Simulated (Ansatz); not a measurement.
Ru2Br6. Charge 0, multiplicity 3. Geometry PBE-D4/def2-SVP; atoms count from 1.

```xyz
8

Ru   -0.594    0.669   -0.635
Ru    0.595   -0.668    0.634
Br    1.788   -2.196   -0.729
Br   -2.345   -0.806   -1.254
Br   -1.791    2.195    0.728
Br    0.490    0.943   -2.725
Br    2.348    0.804    1.255
Br   -0.490   -0.941    2.725
```

In the def2 sets Ru takes a core potential; there is no spin–orbit coupling. The charge 0 triplet is spin-contaminated (final ⟨S²⟩ up to 2.13, 2.00 for a pure state). At PBE0-D4/def2-SVP a quintet of charge 0 lies 0.06 eV below the triplet, each at its own geometry. The structure comes from a short search, and lower isomers may exist.

Q: Estimate the Mulliken populations from the PBE0/def2-SVP orbitals of Ansatz.

A: 
| atom | charge (e) | spin (α − β) | d electrons |
| --- | --- | --- | --- |
| Ru1 | 0.13 | 0.75 | 6.80 |
| Ru2 | 0.13 | 0.75 | 6.80 |
| Br3 | -0.06 | 0.08 | – |
| Br4 | -0.02 | 0.08 | – |
| Br5 | -0.06 | 0.08 | – |
| Br6 | -0.06 | 0.08 | – |
| Br7 | -0.02 | 0.09 | – |
| Br8 | -0.06 | 0.08 | – |
Mulliken values depend strongly on the basis.

Q: Where does the spin sit?

A: Summed by element: Ru 1.51, Br 0.49, of 2 unpaired in all. Largest on single atoms: Ru2 0.75, Ru1 0.75, Br7 0.09.

Q: And the Mayer bond orders between heavy atoms (over 0.3)?

A: Ru1–Ru2 1.75 (2.19 Å); Ru1–Br4 1.07 (2.37 Å); Ru1–Br5 1.10 (2.37 Å); Ru1–Br6 1.10 (2.37 Å); Ru2–Br3 1.10 (2.37 Å); Ru2–Br7 1.07 (2.37 Å); Ru2–Br8 1.10 (2.37 Å).
